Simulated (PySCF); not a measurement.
Computed shifts of a molecule C3H3BO2, KT2/pcSseg-1 in PySCF, GIAO, gas phase, equivalent atoms averaged, in ppm (number of nuclei): ¹³C: 215.9 (1), 99.2 (1), 84.0 (1). ¹H: 11.14 (1), 6.75 (1), 3.40 (1). References: ¹³C against TMS (σ = 185.1 ppm); ¹¹B against BF3 (σ = 89.8 ppm); ¹⁷O against H2O (σ = 330.4 ppm); ¹H against TMS (σ = 31.47 ppm), references at their B3LYP-D3(BJ)/def2-TZVP geometries, non-relativistic. Geometry optimised at PBE0-D3(BJ)/def2-SVP. Other conformers were not sampled.

Which structure fits?
A) C#CB1OCO1
B) C#CB(O)C=O
C) O=CB1C=CO1

B, C#CB(O)C=O
